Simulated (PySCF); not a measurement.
BrCl, charge +1, multiplicity 2. Atoms are numbered in the order given.

```xyz
2

Cl     0.0000     0.0000    -1.3730
Br     0.0000     0.0000     0.6669
```
Charge +1, spin multiplicity 2.

Geometry optimised at PBE0-D3(BJ)/def2-TZVP. The multiplicity is an assumed one; other spin states were not compared.

These are PBE/def2-TZVPD in PySCF values and carry that method's errors.

Mulliken values depend strongly on the basis, most of all with diffuse functions as here. ESP charges are fitted to the potential on shells at 1.4 to 2.0 van der Waals radii. Atomic charges (e):

| atom | meta-Löwdin | ESP fit | Mulliken | Mulliken spin |
|---|---|---|---|---|
| Cl1 | 0.35 | ___ | 0.36 | 0.40 |
| Br2 | 0.65 | ___ | 0.64 | 0.60 |

Question: Some entries are withheld; supply them. (An estimate is asked for; the answer gives what the named calculation found.)

Answer: 
- Cl1, ESP fit: 0.39
- Br2, ESP fit: 0.61
